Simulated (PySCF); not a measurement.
C₅H₆ClFO.
Atom-mapped SMILES: `[CH3:1][CH2:2]/[CH:3]=[C:4](/[F:5])[C:6](=[O:7])[Cl:8]` (hydrogens: H9, H10, H11 on C1; H12, H13 on C2; H14 on C3)

The same species was optimised twice, with GFN2-xTB and with PBE0-D3(BJ)/def2-SVP (PySCF), and the same property calculations (PySCF, gas phase) were run on both structures.

```
     coordinate  GFN2-xTB  PBE0-D3(BJ)/def2-SVP  change
      C4–F5 (Å)     1.350                 1.331  -0.019
      C4–C6 (Å)     1.463                 1.482  +0.019
     C6–Cl8 (Å)     1.760                 1.772  +0.012
      C2–C3 (Å)     1.484                 1.490  +0.006
      C6=O7 (Å)     1.193                 1.189  -0.004
      C3=C4 (Å)     1.338                 1.342  +0.004
      C1–C2 (Å)     1.529                 1.527  -0.002
   C2–C3–C4 (°)     127.3                 129.3    +2.0
   C3–C4–F5 (°)     118.1                 119.5    +1.4
   C1–C2–C3 (°)     111.0                 111.9    +0.9
   C3–C4–C6 (°)     126.5                 125.6    -0.9
   C4–C6–O7 (°)     126.8                 126.2    -0.6
  O7–C6–Cl8 (°)     120.5                 121.0    +0.5
   F5–C4–C6 (°)     115.3                 115.0    -0.3
  C4–C6–Cl8 (°)     112.8                 112.8     0.0
C1–C2–C3–C4 (°)      -134                  -124     +10
C3–C4–C6–O7 (°)        -6                     0      +6
```

Rotational constants: A = 3403, B = 937.7, C = 767.4 MHz (GFN2-xTB) against A = 3383, B = 936.1, C = 766.3 MHz (PBE0-D3(BJ)/def2-SVP). Point groups within 0.08 Å: C1 and C1.

On the GFN2-xTB structure: lowest singlet, TDDFT (eV) 4.47 [wB97X-D/def2-SVPD]; lowest triplet, Tamm–Dancoff (eV) 3.29 [wB97X-D/def2-SVPD]; isotropic polarisability (au) 81.8 [wB97X-D/def2-SVPD]; HOMO (eV) -9.97 [wB97X-D/def2-SVPD]; LUMO (eV) -0.70 [wB97X-D/def2-SVPD]; dipole (D) 3.27 [wB97X-D/def2-SVPD]; HOMO (eV) -8.11 [PBE0/pcSseg-1]; LUMO (eV) -2.38 [PBE0/pcSseg-1]; dipole (D) 3.24 [PBE0/pcSseg-1]; GIAO shielding of C1 (ppm) 171.0 [PBE0/pcSseg-1]; GIAO shielding of C2 (ppm) 162.3 [PBE0/pcSseg-1]; GIAO shielding of C3 (ppm) 42.4 [PBE0/pcSseg-1]; GIAO shielding of C4 (ppm) 32.1 [PBE0/pcSseg-1]; GIAO shielding of F5 (ppm) 286.5 [PBE0/pcSseg-1]; GIAO shielding of C6 (ppm) 13.5 [PBE0/pcSseg-1]; GIAO shielding of O7 (ppm) -240.8 [PBE0/pcSseg-1]; GIAO shielding of Cl8 (ppm) 491.4 [PBE0/pcSseg-1].

Task: What do these properties become on the PBE0-D3(BJ)/def2-SVP structure?

Result: 
| property | level | on GFN2-xTB | on PBE0-D3(BJ)/def2-SVP | change |
| --- | --- | --- | --- | --- |
| lowest singlet, TDDFT (eV) | wB97X-D/def2-SVPD | 4.47 | 4.53 | +0.06 |
| lowest triplet, Tamm–Dancoff (eV) | wB97X-D/def2-SVPD | 3.29 | 3.31 | +0.02 |
| isotropic polarisability (au) | wB97X-D/def2-SVPD | 81.8 | 82.6 | +0.8 |
| HOMO (eV) | wB97X-D/def2-SVPD | -9.97 | -9.93 | +0.04 |
| LUMO (eV) | wB97X-D/def2-SVPD | -0.70 | -0.65 | +0.05 |
| dipole (D) | wB97X-D/def2-SVPD | 3.27 | 3.21 | -0.06 |
| energy, GFN2-xTB geometry as zero (kcal/mol) | wB97X-D/def2-SVPD | 0.0 | -0.8 | -0.8 |
| HOMO (eV) | PBE0/pcSseg-1 | -8.11 | -8.07 | +0.04 |
| LUMO (eV) | PBE0/pcSseg-1 | -2.38 | -2.33 | +0.05 |
| dipole (D) | PBE0/pcSseg-1 | 3.24 | 3.19 | -0.05 |
| energy, GFN2-xTB geometry as zero (kcal/mol) | PBE0/pcSseg-1 | 0.0 | -0.6 | -0.6 |
| GIAO shielding of C1 (ppm) | PBE0/pcSseg-1 | 171.0 | 169.3 | -1.7 |
| GIAO shielding of C2 (ppm) | PBE0/pcSseg-1 | 162.3 | 161.7 | -0.6 |
| GIAO shielding of C3 (ppm) | PBE0/pcSseg-1 | 42.4 | 44.4 | +2.0 |
| GIAO shielding of C4 (ppm) | PBE0/pcSseg-1 | 32.1 | 31.9 | -0.2 |
| GIAO shielding of F5 (ppm) | PBE0/pcSseg-1 | 286.5 | 292.0 | +5.5 |
| GIAO shielding of C6 (ppm) | PBE0/pcSseg-1 | 13.5 | 13.1 | -0.4 |
| GIAO shielding of O7 (ppm) | PBE0/pcSseg-1 | -240.8 | -233.0 | +7.8 |
| GIAO shielding of Cl8 (ppm) | PBE0/pcSseg-1 | 491.4 | 488.0 | -3.4 |

The heavy atoms differ by 0.071 Å rms after alignment. Among bonds between heavy atoms C4–F5 and C4–C6 change most and about equally (-0.019 to +0.019 Å). Changes are differences of the printed values. Neither structure is proved a minimum here.

Shape of the structure used: `[CH3:1][CH2:2]/[CH:3]=[C:4](/[F:5])[C:6](=[O:7])[Cl:8]`: C1–C2–C3–C4 -124°, C3–C4–C6–O7 0°.

Note: wB97X-D ran without an empirical dispersion term, which enters the total energy and its gradient alone.
